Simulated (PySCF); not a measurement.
## Peak assignment

Atom-mapped SMILES (the numbers label the heavy atoms): `[CH3:1][C@:2]12[CH2:3][CH2:4][C@:5]([CH2:6][SiH3:7])([CH2:8]1)[CH2:9]2` (H(Xn): hydrogen on atom n).

- GIAO KT2/pcSseg-1 shieldings
- structure optimised with PBE0-D3(BJ)/def2-SVP
- run in PySCF 2.14
- gas phase, one averaged value for each set of equivalent atoms, single conformer, non-relativistic Hamiltonian

Referencing at the same level of theory: ¹³C and ¹H against TMS.

Q: Assign these signals to the numbered atoms. ¹³C{¹H} NMR (computed): δ 52.3, 49.4, 47.8, 39.2, 37.0, 22.0, 17.2.

A: 
```tsv
δ (ppm)	atoms	environment	reason
52.3	C8/C9	sp3 CH2 in a ring	aliphatic region, no heteroatom directly attached
49.4	C5	quaternary sp3 carbon in a ring	aliphatic region, no heteroatom directly attached
47.8	C2	quaternary sp3 carbon in a ring	–
39.2	C3	sp3 CH2 in a ring	a saturated carbon with 2 carbon neighbours and no heteroatom attached
37.0	C4	sp3 CH2 in a ring	–
22.0	C1	methyl carbon	saturated and bonded to C and H only
17.2	C6	sp3 CH2 bonded to Si	–
```

C5 and C2 lie closer than the usual error of such a calculation, so a measured spectrum could show them in the other order.

Q: Assign these signals to the numbered atoms. ¹H NMR (400 MHz, computed): δ 3.86 (t, 3H), 1.59 (m, 2H), 1.51 (m, 2H), 1.28 (s, 3H), 1.22 (q, 2H), 1.19 (m, 2H), 0.93 (m, 2H).

A: 
3.86 → H(Si7), hydrogen on a silicon bonded to C
1.59 → H(C4), hydrogen on an sp3 CH2 in a ring: far from electronegative atoms and π systems
1.51 → H(C3), hydrogen on an sp3 CH2 in a ring
1.28 → H(C1), hydrogen on a methyl carbon: far from electronegative atoms and π systems
1.22 → H(C6), hydrogen on an sp3 CH2 bonded to Si
1.19 → Hb(C8)/Hb(C9), hydrogen on an sp3 CH2 in a ring: far from electronegative atoms and π systems
0.93 → Ha(C8)/Ha(C9), hydrogen on an sp3 CH2 in a ring

H(C4) and H(C3); H(C1) and H(C6); H(C6) and Hb(C8)/Hb(C9) lie closer than the usual error of such a calculation, so a measured spectrum could show them in the other order.

Shifts are as computed. Against solution values, carbons near 30 ppm lie about +2 ppm off and those near 130 ppm about -5 ppm. Of 1313 compounds with measured shifts, 239 miss one by over three times the rms of a fit or turn the order of signals round; such compounds aren't used in these exercises. No couplings were computed; multiplicities are counted from neighbouring protons, with m where these are inequivalent, close in shift, in a saturated or five-membered ring or joined by F or P, and br s for small geminal =CH2 splittings.
